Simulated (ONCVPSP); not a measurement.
# terbium, ONCV: configuration errors across variants

```json
{
 "Element": "Tb (Z = 65)",
 "Generator": "ONCVPSP 4.0.1",
 "Type": "optimised norm-conserving Vanderbilt (ONCV)",
 "Functional": "revPBE",
 "Relativity": "scalar-relativistic",
 "Frozen core": "[Kr] 4d10 4f8",
 "Valence charge": "11",
 "Reference configuration": "5s2 5p6 5d2 6s1",
 "Partial waves": "5s+6s: rc 1.95 bohr, ncon 3, nbas 7, qcut 5.1 1/bohr, 2 projectors; 5p: rc 1.65 bohr, ncon 3, nbas 6, qcut 5.9 1/bohr, 2 projectors, debl 3.4 Ha; 5d: rc 3.25 bohr, ncon 3, nbas 8, qcut 5.8 1/bohr, 2 projectors, debl 1.5 Ha; f scattering state at 0.04 Ha: rc 2.90 bohr, ncon 4, nbas 9, qcut 3.8 1/bohr, 3 projectors, debl 2.2 Ha",
 "Local potential": "polynomial inside 1.65 bohr (lpopt 5, dvloc0 6 Ha)",
 "Core correction": "Teter function, fcfact 6, rcfact 1.6"
}
```

All-electron excitation energies from the reference (eV): (1) 5s2 5p6 5d1 6s2 -1.930; (2) 5s2 5p6 5d1 6s1 4.738; (3) 5s2 5p6 5d1 6s0 16.859.

A true bound ghost makes a file unfit for plane-wave use even where its test errors are small: the radial tests pick states by their node count and pass the ghost by.

Errors AE − PS in meV (a dash: test not solved or not reliable):

```csv
change,(1),(2),(3),bound ghosts,GHOST(+) flags above zero
base,-7.8,-13,-34,f,f
p: qcut 3.5,-8.2,-14,-35,f,f
p: qcut 4.4,-8.2,-14,-35,f,f
p: qcut 5.1,-8.1,-14,-35,f,f
p: qcut 5.8,-7.8,-13,-34,f,f
p: qcut 7.2,-7.6,-13,-34,f,f
p: qcut 8.2,-7.3,-13,-33,f,"p, f"
p: qcut 8.9,-7.2,-13,-33,f,"p, f"
```

Task: Give the same row for: p: qcut 6.4.

Result: -7.7, -13, -34; bound ghosts: f; GHOST(+) flags above zero: f.
